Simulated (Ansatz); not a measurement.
`[SiH3][O][Mg][Cl]` + `[OH][SnH3]` → `[SiH3][O][SnH3]` + `[OH][Mg][Cl]`  (ligand exchange at the Si–O bond)

Isolated molecules relaxed with PBE0-D4/def2-TZVP in Ansatz; ΔE leaves out vibrations. CCSD(T)/CBS adds triple-zeta CCSD(T) − MP2 to the extrapolated MP2 energy (def2 sets, frozen cores). Functionals use def2-TZVPP. B3LYP here is the variant with VWN-RPA as its local correlation; programs differ in this. HSE06 is defined as in plane-wave codes. Elements past krypton have def2 core potentials. For Mg, Sn outer-core shells are correlated without core-valence functions, which leaves a few kJ/mol of doubt a bond. Each species was taken in one conformer, which may not be the lowest.

```
             level  ΔE (kJ/mol)  difference from CCSD(T)/CBS
       LDA (SPW92)         15.2                          0.1
            PBE-D4         16.2                          1.1
         revPBE-D4         16.9                          1.8
           BLYP-D4         14.4                         -0.7
         r2SCAN-D4         15.4                          0.3
            B97M-V         17.6                          2.5
           PBE0-D4         14.9                         -0.2
          B3LYP-D4         13.2                         -1.9
          HSE06-D4         15.0                         -0.1
          BHLYP-D4         10.7                         -4.4
      CAM-B3LYP-D4         12.1                         -3.0
           ωB97X-V         13.1                         -2.0
           ωB97M-V         13.0                         -2.1
            B2PLYP         15.3                          0.2
          PBE-QIDH         14.9                         -0.2
               PBE         18.2                          3.1
            revPBE         19.5                          4.4
              BLYP         18.1                          3.0
            r2SCAN         15.9                          0.8
             B3LYP         16.5                          1.4
           r2SCANh         15.5                          0.4
           r2SCAN0         14.9                         -0.2
             HSE06         16.9                          1.8
         CAM-B3LYP         14.1                         -1.0
           LC-ωPBE         13.4                         -1.7
RPA@PBE/def2-TZVPP         17.5                          2.4
       HF/def2-SVP         12.1                         -3.0
      MP2/def2-SVP         11.7                         -3.4
     CCSD/def2-SVP         13.0                         -2.1
  CCSD(T)/def2-SVP         13.2                         -1.9
     HF/def2-TZVPP         13.8                         -1.3
SCS-MP2/def2-TZVPP         14.3                         -0.8
   CCSD/def2-TZVPP         14.7                         -0.4
CCSD(T)/def2-TZVPP         15.2                          0.1
     HF/def2-QZVPP         14.2                         -0.9
    MP2/def2-QZVPP         13.6                         -1.5
SCS-MP2/def2-QZVPP         14.3                         -0.8
      HF/CBS(def2)         14.2                         -0.9
     MP2/CBS(def2)         13.5                         -1.6
    CCSD/CBS(def2)         14.6                         -0.5
       CCSD(T)/CBS         15.1                            0
```

Largest T1 diagnostic among the species: 0.014.

The D4 term adds −3.3 kJ/mol with B3LYP and −1.9 kJ/mol with PBE0; it sums over pairs of atoms, weighted by their polarisabilities, and B3LYP, whose exchange is more repulsive, gets the larger term. Leaving LDA and LC-ωPBE aside and taking each functional with its dispersion term where it has one, the values spread over 6.9 kJ/mol, from BHLYP-D4 to B97M-V. From BLYP to BHLYP (50 % exact exchange), in def2-TZVPP and without D4, ΔE moves by −3.5 kJ/mol.
